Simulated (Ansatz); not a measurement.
Vertical ionisation energy (eV) of eight halogen compounds: PBE beside PBE0, computed with Ansatz (a first-principles code) for isolated molecules in the bases named; differences from unrounded values. The eight are the first of their class met in an unordered collection, after screening for sound electronic states; none was chosen by its value. Functionals give these values as differences of separate SCF runs (ΔSCF), EOM-CCSD as a root; each molecule has one DFT geometry for both levels.

| molecule | basis | PBE0 | PBE | difference |
|---|---|---|---|---|
| C3H2BrF, SMILES C(=C=CBr)F | def2-SVPD | 9.95 | 9.71 | -0.24 |
| 1-chloro-2-fluorocyclobutene (C4H4ClF), SMILES FC1=C(Cl)CC1 | def2-SVPD | 9.16 | 8.96 | -0.20 |
| C4H5Cl, SMILES C(=C=CCl)C | def2-SVPD | 9.37 | 9.20 | -0.17 |
| C4H4F2, SMILES FC1=C(F)CC1 | def2-SVPD | 9.44 | 9.25 | -0.18 |
| 1,1-dichloro-2,2-difluoroethane (C2H2Cl2F2), SMILES FC(F)C(Cl)Cl | def2-SVPD | 11.39 | 10.80 | -0.59 |
| CBr₂Cl₂, SMILES ClC(Cl)(Br)Br | def2-SVPD | 10.48 | 9.99 | -0.49 |
| C₂H₅FSe, SMILES CC[Se]F | def2-SVPD | 8.95 | 8.77 | -0.18 |
| CHBr2F, SMILES FC(Br)Br | def2-SVPD | 10.66 | 10.30 | -0.36 |

PBE lies below PBE0 in 8 and above it in 0 of the eight; the mean signed difference is -0.30 and the largest -0.59 eV.
